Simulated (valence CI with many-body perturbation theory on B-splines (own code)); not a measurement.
# Energy levels of Hf XLII

Computed by relativistic CI+MBPT: three valence electrons over a frozen Dirac-Fock core [Ar] 3d10, a basis of 11 s, 11 p, 9 d, 7 f, 5 g, 2 h, 1 i functions for each j, with the one-electron correlation potential Σ1 (screened to all orders), the two-electron term Σ2, the three-electron term Σ3, Breit, model QED; selected single and double excitations, second order for the rest (own B-spline code, finite nucleus).

No measured spectrum was set against this ion. As an estimate, large intervals hold to a few tenths of a per cent, small ones and those within an open d or f shell to about a per cent.

Levels 1 to 45 of 67, with energies above the lowest level, (4s^2 4p1/2) J=1/2. "Leading %" is the weight of the configuration and term that name the level; weights of strongly mixed levels are sums over their largest components and can fall short. In the jj column 3d3/2^4 stands for four electrons in 3d with j = 3/2. Lifetimes count E1, E2, E3, M1 and M2 decay at the calculated energies, and are blank where another channel may lead or the interval is too uncertain; long ones can be off by a factor of two.

```csv
No.,Configuration,Term,J,E (× 10³ cm⁻¹),Leading %,Lifetime,g,Second component,Leading jj
1,4s2 4p,2P°,1/2,0.00,99,,0.660,,4s^2 4p1/2 (99 %)
2,4s2 4p,2P°,3/2,683.85,99,339 ns,1.329,,4s^2 4p3/2 (99 %)
3,4s 4p2,4P,1/2,739.42,59,38.4 ps,2.211,28 % 4s 4p2 2S,4s 4p1/2^2 (97 %)
4,4s 4p2,4P,3/2,1323.2,91,242 ps,1.661,6 % 4s 4p2 2D,4s 4p1/2 4p3/2 (99 %)
5,4s 4p2,2D,5/2,1387.5,57,80.7 ps,1.363,42 % 4s 4p2 4P,4s 4p1/2 4p3/2 (98 %)
6,4s 4p2,2D,3/2,1479.4,64,3.29 ps,0.972,29 % 4s 4p2 2P,4s 4p1/2 4p3/2 (94 %)
7,4s 4p2,2P,1/2,1500.4,71,1.68 ps,1.226,26 % 4s 4p2 4P,4s 4p1/2 4p3/2 (96 %)
8,4s2 4d,2D,3/2,1920.5,92,991 fs,0.829,6 % 4s 4p2 2P,4s^2 4d3/2 (92 %)
9,4s2 4d,2D,5/2,1992.2,43,55.6 ps,1.349,38 % 4s 4p2 4P,4s 4p3/2^2 (57 %)
10,4s2 4d,2D,5/2,2121.7,55,1.95 ps,1.276,24 % 4s 4p2 2D,4s^2 4d5/2 (55 %)
11,4s 4p2,2S,1/2,2184.2,69,2.46 ps,1.886,16 % 4s 4p2 2P,4s 4p3/2^2 (98 %)
12,4s 4p2,2P,3/2,2214.1,62,1.15 ps,1.188,28 % 4s 4p2 2D,4s 4p3/2^2 (95 %)
13,4p3,2P°,3/2,2223.3,45,3.48 ps,1.326,27 % 4p3 2D°,4p1/2^2 4p3/2 (94 %)
14,4s 4p 4d,4F°,3/2,2504.4,80,20.7 ps,0.499,15 % 4s 4p 4d 2D°,4s 4p1/2 4d3/2 (98 %)
15,4s 4p 4d,4F°,5/2,2556.3,50,34.7 ps,1.045,22 % 4s 4p 4d 2F°,4s 4p1/2 4d3/2 (93 %)
16,4s 4p 4d,4D°,1/2,2658.7,62,919 fs,0.387,30 % 4s 4p 4d 2P°,4s 4p1/2 4d3/2 (97 %)
17,4s 4p 4d,4D°,3/2,2664.9,39,933 fs,1.310,23 % 4s 4p 4d 4P°,4s 4p1/2 4d3/2 (88 %)
18,4s 4p 4d,4P°,5/2,2708.8,35,3.57 ps,1.335,27 % 4s 4p 4d 4D°,4s 4p1/2 4d5/2 (95 %)
19,4s 4p 4d,4F°,7/2,2748.2,50,4.76 ps,1.250,26 % 4s 4p 4d 2F°,4s 4p1/2 4d5/2 (95 %)
20,4s 4p 4d,2D°,3/2,2771.0,29,3.04 ps,1.258,26 % 4p3 4S°,4s 4p1/2 4d5/2 (59 %)
21,4s 4p 4d,2F°,5/2,2780.5,29,4.02 ps,1.136,18 % 4s 4p 4d 2D°,4s 4p1/2 4d5/2 (80 %)
22,4p3,2D°,5/2,2922.2,70,1.72 ps,1.100,28 % 4s 4p 4d 2F°,4p1/2 4p3/2^2 (70 %)
23,4p3,2D°,3/2,2936.8,35,1.04 ps,1.247,27 % 4p3 4S°,4p1/2 4p3/2^2 (61 %)
24,4p3,2P°,1/2,2951.6,94,1.79 ps,0.660,5 % 4s 4p 4d 2P°,4p1/2 4p3/2^2 (94 %)
25,4s 4p 4d,4D°,5/2,3250.5,46,1.16 ps,1.220,21 % 4s 4p 4d 4F°,4s 4p3/2 4d3/2 (91 %)
26,4s 4p 4d,4D°,3/2,3253.8,42,1.21 ps,1.336,39 % 4s 4p 4d 4P°,4s 4p3/2 4d3/2 (98 %)
27,4s 4p 4d,4P°,1/2,3254.2,87,1.32 ps,2.320,12 % 4s 4p 4d 4D°,4s 4p3/2 4d3/2 (98 %)
28,4s 4p 4d,4F°,7/2,3266.0,40,1.44 ps,1.255,27 % 4s 4p 4d 4D°,4s 4p3/2 4d3/2 (76 %)
29,4s2 4f,2F°,5/2,3297.0,61,2.58 ps,0.918,21 % 4s 4p 4d 2F°,4s^2 4f5/2 (61 %)
30,4s 4p 4d,4F°,9/2,3315.8,100,393 ns,1.330,,4s 4p3/2 4d5/2 (100 %)
31,4s 4p 4d,2D°,3/2,3356.3,64,1.00 ps,0.997,24 % 4s 4p 4d 4P°,4s 4p3/2 4d3/2 (66 %)
32,4s2 4f,2F°,7/2,3365.6,66,5.22 ps,1.208,24 % 4s 4p 4d 4D°,4s^2 4f7/2 (66 %)
33,4p2 4d,2D,3/2,3377.2,38,7.54 ps,0.767,37 % 4p2 4d 4F,4p1/2^2 4d3/2 (98 %)
34,4s 4p 4d,2D°,5/2,3405.8,46,2.65 ps,1.348,38 % 4s 4p 4d 4P°,4s 4p3/2 4d5/2 (98 %)
35,4s 4p 4d,2P°,3/2,3421.6,34,2.05 ps,1.207,23 % 4s 4p 4d 2D°,4s 4p3/2 4d5/2 (50 %)
36,4s 4p 4d,2P°,1/2,3429.8,74,709 fs,0.589,20 % 4s 4p 4d 4D°,4s 4p3/2 4d3/2 (91 %)
37,4s 4p 4d,2F°,7/2,3462.4,85,2.32 ps,1.173,10 % 4s 4p 4d 4D°,4s 4p3/2 4d5/2 (84 %)
38,4s 4p 4d,2F°,5/2,3486.3,36,650 fs,0.960,29 % 4s2 4f 2F°,4s 4p3/2 4d3/2 (61 %)
39,4s 4p 4d,2P°,1/2,3551.3,88,1.82 ps,0.687,5 % 4s 4p 4d 4D°,4s 4p3/2 4d5/2 (91 %)
40,4s 4p 4d,2F°,7/2,3562.0,55,1.00 ps,1.189,24 % 4s2 4f 2F°,4s 4p3/2 4d5/2 (69 %)
41,4p2 4d,2D,5/2,3563.8,29,3.62 ps,1.192,22 % 4p2 4d 4D,4p1/2^2 4d5/2 (94 %)
42,4s 4p 4d,2P°,3/2,3580.2,79,1.17 ps,1.305,7 % 4s 4p 4d 4D°,4s 4p3/2 4d5/2 (97 %)
43,4s 4p 4d,2D°,5/2,3613.8,53,886 fs,1.072,34 % 4s 4p 4d 2F°,4s 4p3/2 4d5/2 (87 %)
44,4p3,2P°,3/2,3702.4,38,699 fs,1.209,24 % 4p3 2D°,4p3/2^3 (72 %)
45,4p2 4d,4F,5/2,3956.0,30,9.07 ps,0.911,29 % 4p2 4d 2F,4p1/2 4p3/2 4d3/2 (61 %)
```

The ionisation energy to 4s2 1S_0 of the next ion comes out as 2022.9 eV (NIST: 2022 ± 4 eV (theoretical)). All 67 levels together are meant to be complete up to 4346.7 × 10³ cm⁻¹.
